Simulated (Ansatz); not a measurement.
Reaction (formal exchange of groups at the Si–H bond): `C1N[SiH2]1` + `CCCCCCCS` → `SC[SiH]1CN1` + `CCCCCC`

Program: Ansatz. Geometries: PBE0-D4/def2-TZVP. ΔE: electronic, gas phase. CCSD(T)/CBS adds triple-zeta CCSD(T) − MP2 to the extrapolated MP2 energy (def2 sets, frozen cores). Functionals use def2-TZVPP. One conformer a species, not always the lowest.

```csv
species,r2SCAN-D4 energy (Eh)
`C1N[SiH2]1`,-385.28172
`CCCCCCCS`,-674.49192
`SC[SiH]1CN1`,-822.77970
`CCCCCC`,-237.01132
```

Work out ΔE.

ΔE = (-822.77970) + (-237.01132) − (-385.28172) − (-674.49192) = -0.01738 Eh = -10.9 kcal/mol. CCSD(T)/CBS gives -9.8 kcal/mol.

Largest T1 diagnostic among the species: 0.012.

In def2-TZVPP, CCSD(T) changes the Hartree–Fock value by −1.4 kcal/mol (the triples alone add −0.2 kcal/mol) and MP2 by −2.0 kcal/mol. The D4 term adds −0.9 kcal/mol with B3LYP and −0.5 kcal/mol with PBE0; it sums over pairs of atoms, weighted by their polarisabilities, and B3LYP, whose exchange is more repulsive, gets the larger term.

B3LYP here is the variant with VWN-RPA as its local correlation; programs differ in this.
